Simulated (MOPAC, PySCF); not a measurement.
H₂BF, SMILES `BF`, neutral singlet in the gas phase. 

Cartesian coordinates (Å):
```xyz
4

B     -0.0481     0.0092    -0.0076
F      1.2212    -0.2335     0.2448
H     -0.4833     1.0820     0.2983
H     -0.6899    -0.8577    -0.5277
```
Charge 0, multiplicity 1.

All levels are single points at this geometry (PBE0-D3(BJ)/def2-TZVP); Pople sets use spherical d functions. Orbital energies aren't observables, and empty levels follow the basis.

PM3 in MOPAC gives gap (eV) = 12.76.

Q: Estimate the gap (eV) from each of these levels: M06-2X/def2-TZVP in PySCF; B3LYP/3-21G in PySCF; B3LYP/6-31G* in PySCF; HF/3-21G in PySCF; HF/6-31G* in PySCF; HF/STO-3G in PySCF; AM1 in MOPAC; PM7 in MOPAC.

A: 
```tsv
level	gap (eV)
M06-2X/def2-TZVP in PySCF	10.59
B3LYP/3-21G in PySCF	7.84
B3LYP/6-31G* in PySCF	7.99
HF/3-21G in PySCF	16.18
HF/6-31G* in PySCF	16.43
HF/STO-3G in PySCF	18.43
AM1 in MOPAC	12.93
PM7 in MOPAC	11.25
```
